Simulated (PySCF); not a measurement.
SMILES CO[Si](OC)(OC)[OH+]C (C4H13O4Si (cation, charge +1)), GFN2-xTB optimised geometry.

```
22

C     -2.29     1.29     0.26
O     -1.04     0.68     0.00
Si    -0.45    -0.80     0.00
O      1.14    -0.80     0.00
C      2.17    -0.21     0.78
O     -1.26    -2.01     0.64
C     -1.54    -2.54     1.93
O     -0.72    -1.33    -1.71
C     -0.40    -2.65    -2.17
H     -2.23     1.81     1.22
H     -2.48     2.01    -0.53
H     -3.09     0.56     0.30
H      3.09    -0.31     0.21
H      2.26    -0.72     1.73
H      1.95     0.85     0.94
H     -0.63    -2.96     2.36
H     -1.94    -1.77     2.58
H     -2.28    -3.33     1.79
H     -0.44    -0.67    -2.35
H      0.68    -2.79    -2.23
H     -0.82    -3.35    -1.45
H     -0.86    -2.81    -3.15
```

Density from B3LYP/def2-SVP run with PySCF 2.14.0 at that geometry.

Minimum of the electron density along straight lines between bonded atoms, close to the bond critical point (lines longer than 1.1 times the sum of covalent radii, or with two minima, are not listed):

```json
[
 {"bond": "C1–O2", "length / Å": "1.422", "ρ at the minimum / e bohr⁻³": "0.232", "∇²ρ there / e bohr⁻⁵": "-0.13", "position (fraction from the first atom)": "0.33"},
 {"bond": "O2–Si3", "length / Å": "1.590", "ρ at the minimum / e bohr⁻³": "0.141", "∇²ρ there / e bohr⁻⁵": "1.24", "position (fraction from the first atom)": "0.59"},
 {"bond": "Si3–O4", "length / Å": "1.589", "ρ at the minimum / e bohr⁻³": "0.142", "∇²ρ there / e bohr⁻⁵": "1.24", "position (fraction from the first atom)": "0.42"},
 {"bond": "O4–C5", "length / Å": "1.420", "ρ at the minimum / e bohr⁻³": "0.231", "∇²ρ there / e bohr⁻⁵": "-0.10", "position (fraction from the first atom)": "0.67"},
 {"bond": "Si3–O6", "length / Å": "1.590", "ρ at the minimum / e bohr⁻³": "0.140", "∇²ρ there / e bohr⁻⁵": "1.24", "position (fraction from the first atom)": "0.42"},
 {"bond": "O6–C7", "length / Å": "1.419", "ρ at the minimum / e bohr⁻³": "0.231", "∇²ρ there / e bohr⁻⁵": "-0.10", "position (fraction from the first atom)": "0.67"},
 {"bond": "Si3–O8", "length / Å": "1.806", "ρ at the minimum / e bohr⁻³": "(withheld)", "∇²ρ there / e bohr⁻⁵": "0.53", "position (fraction from the first atom)": "0.40"},
 {"bond": "O8–C9", "length / Å": "1.436", "ρ at the minimum / e bohr⁻³": "0.220", "∇²ρ there / e bohr⁻⁵": "0.04", "position (fraction from the first atom)": "0.67"},
 {"bond": "C1–H10", "length / Å": "1.089", "ρ at the minimum / e bohr⁻³": "0.286", "∇²ρ there / e bohr⁻⁵": "-1.13", "position (fraction from the first atom)": "0.65"},
 {"bond": "C1–H11", "length / Å": "1.089", "ρ at the minimum / e bohr⁻³": "0.287", "∇²ρ there / e bohr⁻⁵": "-1.14", "position (fraction from the first atom)": "0.65"},
 {"bond": "C1–H12", "length / Å": "1.088", "ρ at the minimum / e bohr⁻³": "0.286", "∇²ρ there / e bohr⁻⁵": "-1.12", "position (fraction from the first atom)": "0.64"},
 {"bond": "C5–H13", "length / Å": "1.089", "ρ at the minimum / e bohr⁻³": "0.287", "∇²ρ there / e bohr⁻⁵": "-1.14", "position (fraction from the first atom)": "0.65"},
 {"bond": "C5–H14", "length / Å": "1.089", "ρ at the minimum / e bohr⁻³": "0.286", "∇²ρ there / e bohr⁻⁵": "-1.12", "position (fraction from the first atom)": "0.64"},
 {"bond": "C5–H15", "length / Å": "1.088", "ρ at the minimum / e bohr⁻³": "0.287", "∇²ρ there / e bohr⁻⁵": "-1.13", "position (fraction from the first atom)": "0.65"},
 {"bond": "C7–H16", "length / Å": "1.089", "ρ at the minimum / e bohr⁻³": "0.286", "∇²ρ there / e bohr⁻⁵": "-1.13", "position (fraction from the first atom)": "0.65"},
 {"bond": "C7–H17", "length / Å": "1.089", "ρ at the minimum / e bohr⁻³": "0.286", "∇²ρ there / e bohr⁻⁵": "-1.12", "position (fraction from the first atom)": "0.64"},
 {"bond": "C7–H18", "length / Å": "1.089", "ρ at the minimum / e bohr⁻³": "0.287", "∇²ρ there / e bohr⁻⁵": "-1.15", "position (fraction from the first atom)": "0.65"},
 {"bond": "O8–H19", "length / Å": "0.967", "ρ at the minimum / e bohr⁻³": "(withheld)", "∇²ρ there / e bohr⁻⁵": "(withheld)", "position (fraction from the first atom)": "0.83"},
 {"bond": "C9–H20", "length / Å": "1.089", "ρ at the minimum / e bohr⁻³": "0.288", "∇²ρ there / e bohr⁻⁵": "-1.16", "position (fraction from the first atom)": "0.66"},
 {"bond": "C9–H21", "length / Å": "1.086", "ρ at the minimum / e bohr⁻³": "0.290", "∇²ρ there / e bohr⁻⁵": "-1.19", "position (fraction from the first atom)": "0.66"},
 {"bond": "C9–H22", "length / Å": "1.089", "ρ at the minimum / e bohr⁻³": "0.287", "∇²ρ there / e bohr⁻⁵": "-1.16", "position (fraction from the first atom)": "0.66"}
]
```

Q: Fill in the missing entries.

A: 
- Si3–O8, ρ at the minimum / e bohr⁻³: 0.083
- O8–H19, ρ at the minimum / e bohr⁻³: 0.344
- O8–H19, ∇²ρ there / e bohr⁻⁵: -2.60
